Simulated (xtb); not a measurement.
HI2Si, SMILES [SiH](I)I (connectivity only; charge and spin as stated), charge +1, multiplicity 1. All values are semi-empirical tight-binding results from xtb (GFN2-xTB unless named), good for trends rather than for accurate numbers. The structure is a stationary point at GFN2-xTB. The multiplicity is an assumed one; other spin states were not compared. The isomer is the one that the SMILES or the coordinates give; other isomers of the formula were not compared.

Optimised geometry:

Bonds (Å): I1–Si2 2.403, Si2–I3 2.403, Si2–H4 1.447. Angles (°): I1–Si2–I3 121.7, I1–Si2–H4 119.2, I3–Si2–H4 119.2.
Charge +1, spin multiplicity 1.

```
Property                                        Result
--------------------------------------  --------------
point group as xtb finds it                        C2v
orbital gap                                    3.15 eV
zero-point energy                         6.2 kcal/mol
G − E(el) at 298.15 K (modified RRHO)   -13.4 kcal/mol
static polarisability (D4 model)            96.4 bohr³
solvation energy, GFN2-xTB/ALPB(water)  -40.9 kcal/mol
solvation energy, GFN2-xTB/ALPB(dmf)    -50.2 kcal/mol
```

Computed atomic charges and the Wiberg bond orders between heavy atoms:
charges (e) I1 0.16, Si2 0.58, I3 0.16, H4 0.11. Bond orders I1–Si2 1.49, Si2–I3 1.49.
